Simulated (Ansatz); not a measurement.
A CCSD(T) single point on C2H7InNO (`C[N](C)[In][OH]`) radical.

```yaml
crystal:
  periodic: [false, false, false]
  atoms:
    - {symbol: C, position_ang: [-1.140473, -0.752767, 0.410994]}
    - {symbol: N, position_ang: [0.022474, -0.685603, -0.410974]}
    - {symbol: C, position_ang: [1.248153, -0.633711, 0.315350]}
    - {symbol: In, position_ang: [-0.138628, 0.966597, -2.383175]}
    - {symbol: O, position_ang: [-0.149818, 2.070438, -0.621094]}
    - {symbol: H, position_ang: [-1.343711, 0.266122, 0.775068]}
    - {symbol: H, position_ang: [-2.004589, -1.076353, -0.173669]}
    - {symbol: H, position_ang: [-1.010689, -1.408897, 1.280607]}
    - {symbol: H, position_ang: [1.367492, 0.394813, 0.689084]}
    - {symbol: H, position_ang: [2.093142, -0.850749, -0.341880]}
    - {symbol: H, position_ang: [1.260603, -1.313706, 1.176300]}
    - {symbol: H, position_ang: [-0.203956, 3.023825, -0.716621]}
basis:
  gaussian: {orbitals: def2-SVP}
magnetization: {spin_polarized: true, initial_magnetization: 1}
correlation: {method: ccsd_t}
scf: {omitted_lower_state_checks: [cluster_reference]}
```

```sh
$ ansatz run in.yaml --threads 2 --pin off --events-out ev --progress --plain --backend cuda
```

Log, shortened:

```
Functional definition: HF
1266 factors; integrals over basis functions are off by at most 1.4e-3 eV
mean field evaluation 1: about -10827.9080 eV, gradient 3.4e1 eV
mean field evaluation 2: about -10827.9230 eV, gradient 3.4e1 eV
mean field evaluation 4: about -10834.1982 eV, gradient 4.2e0 eV
mean field evaluation 8: about -10834.5262 eV, gradient 4.3e-1 eV
mean field evaluation 16: about -10834.5409 eV, gradient 2.8e-6 eV
mean field -10834.54091231 eV, -398.1620346116 hartree, gradient 2.8e-6 eV, S^2 0.764071; 3 other end points of the search recorded, 0 dependent functions left out
8 core orbitals not correlated: weight in the atoms' cores, before any rotation towards them, 1.000 or more for the frozen orbitals, at most 0.000 for the correlated occupied ones
reference -10834.54091231 eV, -398.1620346116 hartree; 20, 19 occupied and 89, 90 virtual orbitals, 1266 factors
second order -18.90940637 eV of doubles, -0.00000000 eV of singles
cycle   1  -19.79001356 eV  change   -8.8e-1 eV  update   1.2e-1
cycle   2  -20.33046070 eV  change   -5.4e-1 eV  update   4.2e-2
cycle   3  -20.52950284 eV  change   -2.0e-1 eV  update   2.8e-2
cycle   4  -20.54072491 eV  change   -1.1e-2 eV  update   9.0e-3
cycle   5  -20.53439917 eV  change    6.3e-3 eV  update   4.5e-3
cycle   6  -20.53526593 eV  change   -8.7e-4 eV  update   1.7e-3
cycle   7  -20.53551864 eV  change   -2.5e-4 eV  update   7.1e-4
cycle   8  -20.53552182 eV  change   -3.2e-6 eV  update   3.4e-4
cycle   9  -20.53564208 eV  change   -1.2e-4 eV  update   2.3e-4
cycle  10  -20.53555218 eV  change    9.0e-5 eV  update   1.6e-4
cycle  11  -20.53555304 eV  change   -8.6e-7 eV  update   1.0e-4
cycle  12  -20.53560210 eV  change   -4.9e-5 eV  update   6.1e-5
cycle  13  -20.53561328 eV  change   -1.1e-5 eV  update   3.4e-5
perturbative correction -0.58188963 eV, -0.0213840493 hartree
Total energy: -10855.65841521 eV, -398.9380885296 hartree
Checks for a lower state left out: cluster_reference
```

Hardware: 2 threads of an AMD EPYC 7R13 on a shared host and a share of an NVIDIA H100 80 GB. Wall time 17 s, peak host memory 0.91 GiB.

Correlation energy per correlated electron: -0.541 eV. T1 diagnostic: 0.0154.
